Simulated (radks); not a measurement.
Problem. The indium ion In3+, [Kr] 4d10. All-electron calculation, non-relativistic Kohn-Sham, PBE, spin-polarised, spherical densities, point nucleus. Program: a radial shooting solver on a logarithmic mesh with Libxc functionals. Every spin shell is full or empty, so the densities are truly spherical. Functionals are evaluated on that one density, not self-consistently. Rank these orbital-free kinetic functionals by their error against the exact value of the orbitals, and give that value: Thomas-Fermi, von Weizsacker, TF + vW, TF + vW/9, LC94, APBEK, Perdew 92, Thakkar, LKT, PG1, DePristo-Kress, Ernzerhof.

Solution. Exact: 5737.96 hartree. From best to worst, with 100 (|E| - |E exact|)/|E exact| (equal figures are ties): LC94 +0.08, DePristo-Kress -0.08, APBEK +0.13, Ernzerhof -0.38, Thakkar -0.56, Perdew 92 -0.66, TF + vW/9 -0.67, Thomas-Fermi -5.32, PG1 +15.22, LKT +19.36, TF + vW +36.53, von Weizsacker -58.15.
